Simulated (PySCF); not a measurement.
Pb³⁺ (lead, charge +3) across methods

[Xe] 4f14 5d10 6s1, 2S determinant. Computed with PySCF 2.14 in aug-cc-pVTZ-PP with one added diffuse shell each of d, f type with ECP60MDF (6s5p5d3f, 67 functions), with scalar relativity through the core potential.

```tsv
method	E (hartree)	mean ε 5d α (eV)	mean ε 5d β (eV)	mean ε 6s α (eV)	Σ⟨r²⟩ (bohr²)	⟨S²⟩
PBE0	-190.9074	-51.830	-51.419	-38.835	32.15	0.750
M06-L	-191.0570	-49.938	-49.525	-37.229	31.91	0.751
revPBE	-190.9895	-49.466	-49.061	-37.757	32.18	0.750
UHF	-190.01528	-57.596	-57.148	-40.791	32.18	0.751
LC-wPBE	-190.9360	-54.477	-54.096	-41.546	32.12	0.750
r2SCAN	-190.9873	-50.183	-49.685	-38.109	32.05	0.751
PBE	-190.9247	-49.516	-49.119	-37.875	32.22	0.750
LDA	-190.5949	-49.625	-49.264	-38.321	32.34	0.750
wB97X	-190.9564	-54.168	-53.877	-40.936	32.07	0.750
```

Energies and moments cover only the electrons outside the core potential. Spin-orbit coupling, which splits the p, d and f shells strongly at this Z, is absent.
